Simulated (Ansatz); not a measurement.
**Relaxing a trial structure of C2H9GeNSi**

The starting geometry of this gas-phase singlet was optimised with GFN2-xTB; its bonds are those of `C1[CH2][GeH2][SiH2]N1`.

```xyz
14

C    -0.3309    1.4791    2.2550
C    -0.6648    1.8683    0.8174
Ge   -0.8171    0.1732   -0.2149
N     0.7163    0.4717    2.2818
Si    0.6183   -0.9076    1.2638
H     0.0181    2.3545    2.8133
H    -1.2430    1.1148    2.7540
H     0.1579    2.4584    0.4103
H    -1.5533    2.4976    0.8072
H    -0.5102    0.4715   -1.6623
H    -2.2771   -0.2206   -0.2601
H     0.0163   -2.1039    1.8738
H     1.9756   -1.2030    0.8103
H     1.1745    0.4143    3.1768
```

Q: Predict what it relaxes into with B3LYP/def2-SVP.

A: It keeps its bonds, and is `C1[CH2][GeH2][SiH2]N1`.

The energy falls by 0.18 eV over 8 steps:

| step | E − E(last) (eV) |
| --- | --- |
| 1 | 0.183 |
| 2 | 0.014 |
| 3 | 0.003 |
| 4 | 0.000 |
| 5 | 0.000 |
| 6 | 0.000 |
| 7 | 0.000 |
| 8 | 0.000 |

Final geometry (Å):

```xyz
14

C    -0.3329    1.5116    2.2891
C    -0.6860    1.8951    0.8418
Ge   -0.8526    0.2238   -0.2432
N     0.6878    0.4587    2.3261
Si    0.6195   -0.9192    1.2502
H     0.0534    2.3981    2.8236
H    -1.2627    1.2176    2.8216
H     0.1347    2.4792    0.3950
H    -1.6002    2.5068    0.8052
H    -0.3906    0.4406   -1.6991
H    -2.3046   -0.3065   -0.2628
H     0.0426   -2.1726    1.8403
H     1.9758   -1.2772    0.7347
H     1.1964    0.4123    3.2037
```

No frequencies were run, so the end isn't proven a minimum. Run with Ansatz 0.2.0, 20 s on 4 threads of Arm Neoverse V1, with other jobs on the host.
